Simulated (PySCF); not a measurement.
PySCF 2.14 output of an unrestricted PBE0 calculation on a single atom or ion in aug-cc-pwCVDZ-PP with ECP60MDF (6s6p5d3f, 70 functions), with a scalar-relativistic core potential:

```
SCF conv_tol = 1e-09
number electrons alpha = 7  beta = 4
    C. Adamo and V. Barone.,  J. Chem. Phys. 110, 6158 (1999)
    M. Ernzerhof and G. E. Scuseria.,  J. Chem. Phys. 110, 5029 (1999)
cycle= 1 E= -47.8678603440739  delta_E= -0.00383  |g|= 0.0144  |ddm|= 1.06
cycle= 2 E= -47.8680346579817  delta_E= -0.000174  |g|= 0.00347  |ddm|= 0.357
cycle= 3 E= -47.8680763293828  delta_E= -4.17e-05  |g|= 0.00129  |ddm|= 0.0834
cycle= 4 E= -47.8681083469262  delta_E= -3.2e-05  |g|= 0.000907  |ddm|= 0.0453
cycle= 5 E= -47.8681337917155  delta_E= -2.54e-05  |g|= 0.000514  |ddm|= 0.0514
cycle= 6 E= -47.8681437030811  delta_E= -9.91e-06  |g|= 0.000512  |ddm|= 0.0354
cycle= 7 E= -47.8681385653036  delta_E= 5.14e-06  |g|= 0.000321  |ddm|= 0.0113
cycle= 8 E= -47.8681362678688  delta_E= 2.3e-06  |g|= 1.3e-05  |ddm|= 0.0165
cycle= 9 E= -47.868136267888  delta_E= -1.91e-11  |g|= 2.13e-06  |ddm|= 0.000263
converged SCF energy = -47.868136267888  <S^2> = 3.7508492  2S+1 = 4.0004246
```

The run itself started from symmetry-adapted Hartree-Fock orbitals and held the occupation by maximum overlap, on a logarithmic radial grid, so the iterations belong to that start.

Q: Which element, charge and spin multiplicity is this?

A: Hf⁺ (hafnium, charge +1), multiplicity 4; the state was [Xe] 4f14 5d1 6s1 7s1, high-spin 4D determinant (an excited configuration).

Energies and moments cover only the electrons outside the core potential. Spin-orbit coupling, absent here, splits the open shell strongly. The outer electron is Rydberg-like, and this basis confines it to a smaller radius and binds it less than a complete one would.
